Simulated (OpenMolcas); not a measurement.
# GeH2O2 (SMILES [OH][Ge][OH]): the electronic atomisation energy, rung by rung

The species is GeH2O2 (5 atoms), meant as a singlet with charge 0. SMILES: `[OH][Ge][OH]`. The shape is that of a PBE0-D4/def2-TZVP optimisation. This is one conformer, not always the lowest.

```jsonl
{"atom": "O", "x (Å)": "-1.3410", "y (Å)": "-0.0995", "z (Å)": "-0.3774"}
{"atom": "Ge", "x (Å)": "-0.3164", "y (Å)": "-0.8958", "z (Å)": "0.8553"}
{"atom": "O", "x (Å)": "1.2819", "y (Å)": "-0.1423", "z (Å)": "0.5702"}
{"atom": "H", "x (Å)": "-0.9409", "y (Å)": "0.5508", "z (Å)": "-0.9615"}
{"atom": "H", "x (Å)": "1.3664", "y (Å)": "0.5132", "z (Å)": "-0.1279"}
```

Each level gives the electronic atomisation energy (eV). The values are calculated. Electronic energies at fixed atoms, without zero-point motion or spin-orbit coupling.

```json
{"level": "HF/def2-SVPD", "kind": "Hartree–Fock", "program": "OpenMolcas", "value (eV)": "11.66"}
{"level": "SVWN5/def2-SVPD", "kind": "LDA", "program": "OpenMolcas", "value (eV)": "21.78"}
{"level": "BLYP/def2-SVPD", "kind": "GGA", "program": "OpenMolcas", "value (eV)": "18.45"}
{"level": "revPBE/def2-SVPD", "kind": "GGA", "program": "OpenMolcas", "value (eV)": "17.97"}
{"level": "M06-L/def2-SVPD", "kind": "meta-GGA", "program": "OpenMolcas", "value (eV)": "18.27"}
{"level": "TPSS/def2-SVPD", "kind": "meta-GGA", "program": "OpenMolcas", "value (eV)": "18.18"}
{"level": "BHLYP/def2-SVPD", "kind": "global hybrid", "program": "OpenMolcas", "value (eV)": "17.08"}
{"level": "PBE0/def2-SVPD", "kind": "global hybrid", "program": "OpenMolcas", "value (eV)": "17.96"}
```

All-electron rows without a relativistic Hamiltonian named are non-relativistic. The values span 11.66 to 21.78 eV.
